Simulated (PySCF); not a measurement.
Radial density of Sb⁺ (antimony, charge +1)

UHF, [Kr] 4d10 5s2 5p2, high-spin 3P determinant. All numbers are calculated (PySCF 2.14, scalar relativity through the core potential, in aug-cc-pVDZ-PP with ECP28MDF (5s4p3d, 32 functions)). This is the valence pseudo-density: the core potential removes the inner electrons and smooths the orbitals near the nucleus.

| r (bohr) | 4πr²ρ (e/bohr) | 4πr²(ρα − ρβ) |
| --- | --- | --- |
| 0.00494 | 1.391e-05 | 0.0000 |
| 0.00830 | 3.848e-05 | 0.0000 |
| 0.0140 | 0.0001024 | 0.0000 |
| 0.0235 | 0.0002451 | 0.0000 |
| 0.0395 | 0.0004650 | 0.0000 |
| 0.0665 | 0.0008531 | 0.0000 |
| 0.112 | 0.005600 | 0.0000 |
| 0.188 | 0.07097 | 0.0003 |
| 0.316 | 1.195 | 0.0075 |
| 0.532 | 13.77 | 0.1112 |
| 0.895 | 22.34 | 0.0094 |
| 1.51 | 5.775 | 0.4079 |
| 2.53 | 1.900 | 0.9325 |
| 4.26 | 0.2490 | 0.1874 |
| 7.16 | 0.002130 | 0.0020 |

Energies and moments cover only the electrons outside the core potential.
